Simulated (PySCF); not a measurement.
BF₃H₃N. Atoms are numbered in the order given.

```xyz
8

B      0.0000     0.0000    -0.2227
F      1.1595     0.6694    -0.5466
F     -1.1595     0.6694    -0.5466
F      0.0000    -1.3388    -0.5466
N      0.0000     0.0000     1.4791
H      0.0000     0.9644     1.8395
H     -0.8352    -0.4822     1.8395
H      0.8352    -0.4822     1.8395
```
Charge 0, spin multiplicity 1.

Coordinates come from a PBE-D3(BJ)/def2-SVP optimisation.

Computed with PBE/pcSseg-1 run with PySCF.

GIAO shieldings, no solvent; atoms alike by connectivity are averaged. δ = σ(ref) − σ: ¹¹B against BF3 (σ = 83.9 ppm); ¹⁹F against CFCl3 (σ = 133.6 ppm); ¹⁵N against NH3 (σ = 267.0 ppm); ¹H against TMS (σ = 31.49 ppm), references at their B3LYP-D3(BJ)/def2-TZVP geometries, non-relativistic.

```
nucleus       atoms  count  δ (ppm)
-------  ----------  -----  -------
¹¹B              B1      1    -11.9
¹⁹F      F2, F3, F4      3   -188.3
¹⁵N              N5      1     63.9
¹H       H6, H7, H8      3     2.69
```
